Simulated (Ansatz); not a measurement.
```xyz
2

Si    0.0000    0.0000   -1.0802
S     0.0000    0.0000    1.0802
```

Basis set: 6-31G (spherical functions). Frozen core: 10 orbitals. Charge 0, multiplicity 1.

Computed with Ansatz (development build ahead of 0.2.0); the reference of a correlated method needn't be the lowest determinant of its kind. Restricted open shells among the atoms or ions are ROHF, correlated in semicanonical orbitals with singles.

**Question.** Give the atomization energy at this shape (free ground-state atoms in the same class of orbitals less the molecule, no zero-point energy) of singlet SiS by UHF-BCCD(T), RHF-CCSD(T).

**Answer.**

| method | atomization energy |
| --- | --- |
| UHF-BCCD(T) | 416.4 kJ/mol |
| RHF-CCSD(T) | 415.3 kJ/mol |

This basis has no polarisation functions and is too small for such energies, which can lie far from measured ones in either direction.
